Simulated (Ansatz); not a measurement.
C$_{2}$H$_{10}$AsIn (`[CH3][InH-]([CH3])[AsH3+]`), charge 0, multiplicity 1.

Problem. Give a relaxed structure at PBE0-D4/def2-TZVP (Ansatz 0.2.0). (Estimate.)

Solution. Ansatz gave: 
Cartesian coordinates in Å:
```
C 2.1081 -0.5022 0.4475
In 0.2427 0.5137 0.8908
C -1.4782 -0.6520 1.5138
As -0.6087 0.7267 -1.9478
H 2.7458 0.1023 -0.1999
H 2.6534 -0.6869 1.3765
H 1.9280 -1.4660 -0.0326
H 0.2438 2.2366 1.1358
H -2.4101 -0.1142 1.3312
H -1.4134 -0.8549 2.5858
H -1.5143 -1.6107 0.9928
H -0.9204 2.0560 -2.5969
H -1.8587 0.0283 -2.4353
H 0.2822 0.2233 -3.0616
```
Point group Cs.
This is one stationary point; other conformers may exist.
